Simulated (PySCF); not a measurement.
Predicted microwave data (PBE0/pcSseg-1 in PySCF (dipole) on a GFN2-xTB geometry, gas phase) for one isomer of C4H11FOSi2:

```
Rotational constants : A = 2639, B = 690.8, C = 673.8 MHz
Dipole components    : |μa| = 2.93 D, |μb| = 0.46 D, |μc| = 2.32 D
Inertial defect      : -173.03 u·Å²
κ                    : -0.98
```

Task: Which candidate fits, each taken in the one conformer that was computed?
A. `[O:1]=[C:2]([CH2:3][CH2:4][SiH3:5])[CH2:6][SiH2:7][F:8]` with O1–C2–C3–C4 17°, C2–C3–C4–Si5 -43°, O1–C2–C6–Si7 84°, C2–C6–Si7–F8 69°
B. `[F:1]/[CH:2]=[CH:3]/[CH2:4][SiH2:5][CH2:6][O:7][SiH3:8]` with C2–C3–C4–Si5 104°, C3–C4–Si5–C6 -53°, C4–Si5–C6–O7 -53°, Si5–C6–O7–Si8 165°
C. `[CH3:1][O:2][C@@H:3]1[SiH2:4][Si@H:5]([F:6])[C@H:7]1[CH3:8]` with C1–O2–C3–Si4 -174°
D. `[F:1]/[CH:2]=[CH:3]\[O:4][SiH2:5][CH2:6][CH2:7][SiH3:8]` with C2–C3–O4–Si5 2°, C3–O4–Si5–C6 66°, O4–Si5–C6–C7 42°, Si5–C6–C7–Si8 177°

Result: A. It is O=C(CC[SiH3])C[SiH2]F, a near-prolate asymmetric top, point group C1. The candidates at the same level (rigid rotor, commonest isotopes):

```csv
SMILES,A (MHz),B (MHz),C (MHz),μa (D),μb (D),μc (D),Δ (u·Å²),point group,rotor
F/C=C/C[SiH2]CO[SiH3],1301,1040,642.2,0.75,1.02,0.13,-87.42,C1,asymmetric top
CO[C@@H]1[SiH2][Si@H](F)[C@H]1C,1859,1010,819.1,1.33,0.85,1.74,-155.27,C1,asymmetric top
O=C(CC[SiH3])C[SiH2]F,2639,690.8,673.8,2.93,0.46,2.32,-173.03,C1,near-prolate asymmetric top
F/C=C\O[SiH2]CC[SiH3],2080,687.0,614.2,0.43,0.45,0.65,-155.76,C1,near-prolate asymmetric top
```

`CO[C@@H]1[SiH2][Si@H](F)[C@H]1C` has B 46 % too high; `F/C=C\O[SiH2]CC[SiH3]` has A 21 % too low; `F/C=C/C[SiH2]CO[SiH3]` has A 51 % too low. No structure here is proved a minimum.
